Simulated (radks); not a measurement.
The numbers below are computed, except where a source is named.
The potassium ion K+ inside a hard spherical wall (all orbitals vanish at R), configuration held at [Ar] and not refilled when levels cross. Code: a radial shooting solver on a logarithmic mesh with Libxc functionals. Model: scalar-relativistic Kohn-Sham, PBE, spin-polarised, spherical densities, finite nucleus; Fermi nuclear charge, rms radius 3.4349 fm. Eigenvalues in eV for spin up, with the zero of energy where the potential of the charges vanishes at infinity; a dash marks a level that is unbound or too diffuse for the functional's potential to be trusted. A positive occupied level is held by the wall or, in an anion where self-interaction has pushed it up, behind a barrier. The pressure on the wall is -dE/dV.

| R (bohr) | E (hartree) | kinetic (hartree) | e(2s) | e(2p) | e(3s) | e(3p) | e(4s, empty) | e(3d, empty) | pressure (GPa) |
|---|---|---|---|---|---|---|---|---|---|
| free | -601.92737 | 605.543 | -359.57 | -286.28 | -41.452 | -24.884 | - | - | 0 |
| 20 | -601.92737 | 605.543 | -359.57 | -286.28 | -41.452 | -24.884 | - | - | < 0.0001 |
| 10 | -601.92737 | 605.543 | -359.57 | -286.28 | -41.452 | -24.884 | -6.186 | -3.783 | < 0.0001 |
| 7 | -601.92735 | 605.544 | -359.57 | -286.28 | -41.451 | -24.883 | -5.688 | -3.563 | 0.00260 |
| 3 | -601.56376 | 607.796 | -352.89 | -279.50 | -36.881 | -19.755 | 28.336 | 6.030 | 228 |
| 2 | -597.58737 | 623.657 | -322.85 | -248.67 | -11.563 | 8.575 | 140.02 | 38.377 | 6580 |
| 1.5 | -585.13067 | 660.864 | -276.49 | -200.32 | 49.362 | 72.175 | 351.27 | 96.499 | 50000 |
